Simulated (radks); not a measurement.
The bromine anion Br-, [Kr], held by a Watson sphere: a shell of charge +1 at radius R that stands for the Madelung well of a crystal (potential energy -1/R inside, -1/r outside, in hartree with lengths in bohr). Calculated with a radial shooting solver on a logarithmic mesh with Libxc functionals: scalar-relativistic Kohn-Sham, r2SCAN, spin-polarised, spherical densities, finite nucleus; meta-GGA in the generalised Kohn-Sham scheme; Fermi nuclear charge, rms radius of each element as measured or else 0.836 A^(1/3) + 0.57 fm.

| R (bohr) | e(3d) (eV) | e(4s) (eV) | e(4p) (eV) | <r> 4p (bohr) | sum of <r^2> (bohr^2) | X-ray form factor at sin(theta)/lambda = 0.2 1/angstrom |
|---|---|---|---|---|---|---|
| 2.19 | -66.832 | -21.186 | -8.750 | 2.108 | 45.43 | 27.908 |
| 2.29 | -66.726 | -21.002 | -8.624 | 2.120 | 45.87 | 27.885 |
| 3.63 | -65.374 | -18.946 | -6.822 | 2.236 | 50.19 | 27.745 |
| 3.94 | -65.053 | -18.564 | -6.445 | 2.251 | 50.81 | 27.738 |
| 3.95 | -65.043 | -18.552 | -6.433 | 2.252 | 50.83 | 27.738 |
| 4.19 | -64.802 | -18.278 | -6.159 | 2.261 | 51.23 | 27.735 |
| 5.16 | -63.925 | -17.335 | -5.208 | 2.285 | 52.36 | 27.731 |
